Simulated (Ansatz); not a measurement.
Geometry optimisation, RKS LDA/def2-SVP in Ansatz.

input.yaml

```yaml
crystal:
  periodic: [false, false, false]
  atoms:
    - { symbol: Ta, position_ang: [-0.418212, -0.504369, 0.196623] }
    - { symbol: F, position_ang: [2.548844, 0.437335, 0.353367] }
    - { symbol: Cl, position_ang: [-0.027222, 0.056025, 2.38999] }
    - { symbol: Cl, position_ang: [0.36518, -0.60626, -1.967692] }
    - { symbol: Cl, position_ang: [-1.013531, 1.68227, -0.197166] }
    - { symbol: Cl, position_ang: [-2.422398, -1.501151, 0.184294] }
    - { symbol: Cl, position_ang: [1.038348, -2.414095, 0.611459] }
    - { symbol: H, position_ang: [2.710491, -0.468256, 0.517125] }
basis:
  gaussian: { orbitals: def2-SVP }
hamiltonian:
  xc: lda
relax:
  f_tol: 0.03
  max_steps: 50
```

Run as:

```bash
$ ansatz run input.yaml --threads 4 --pin off --max-ram 5120MiB --backend cpu --events-out ev --progress --plain --runs-dir out
```

Question: Where does it end, and by what steps?

Answer: It converged. After 9 steps the energy has fallen by 0.577 eV; F2 moved furthest, 0.60 Å. Joined: Ta1–F2 (3.12 → 2.27 Å).

| step | energy less start (eV) | largest force component (eV/Å) | accepted |
| --- | --- | --- | --- |
| 0 | 0.0000 | 1.095 | yes |
| 1 | -0.1965 | 0.386 | yes |
| 2 | -0.3605 | 0.393 | yes |
| 3 | -0.4900 | 0.590 | yes |
| 4 | -0.5426 | 0.364 | yes |
| 5 | -0.5444 | 0.353 | yes |
| 6 | -0.5737 | 0.220 | yes |
| 7 | -0.5732 | 0.313 | no |
| 8 | -0.5772 | 0.033 | yes |
| 9 | -0.5773 | 0.008 | yes |

```xyz
8
Properties=species:S:1:pos:R:3
Ta -0.170 -0.428 0.214
F 1.956 0.370 0.293
Cl -0.150 -0.068 2.502
Cl 0.277 -0.760 -2.034
Cl -0.607 1.780 -0.163
Cl -2.186 -1.432 0.178
Cl 1.365 -2.237 0.634
H 2.297 -0.544 0.464
```

Whether the end is a true minimum wasn't checked by a vibrational analysis.

The run took 18 s on 4 threads of Arm Neoverse V1, with other jobs on the host, peak memory 0.23 GiB.
